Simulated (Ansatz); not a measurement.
```xyz
11

C     0.146   -1.064   -0.850
B    -0.002    0.448   -0.398
N    -0.135    0.529    1.220
Cl    1.497    1.482   -0.745
Cl   -1.562    1.257   -0.987
H     0.235   -1.117   -1.937
H    -0.726   -1.667   -0.572
H     1.041   -1.537   -0.432
H    -0.229    1.503    1.497
H    -0.959    0.022    1.536
H     0.693    0.144    1.667
```

The species carries charge 0 and has multiplicity 1.

Task: List the r2SCAN/def2-TZVPP orbital energies in eV (Ansatz). (An estimate is asked.)

Result: Computed: Occupied: -2752.28, -2752.28, -388.17, -272.14, -253.68, -253.68, -192.22, -192.22, -192.08, -192.08, -192.07, -192.07, -181.87, -25.83, -20.96, -20.15, -17.86, -14.91, -14.81, -13.58, -10.85, -10.33, -9.31, -9.04, -8.81, -7.52, -7.23, -6.87, -6.78. Lowest empty: -0.30, 1.23, 1.39, 1.95, 2.19, 2.64, 3.16, 3.64.
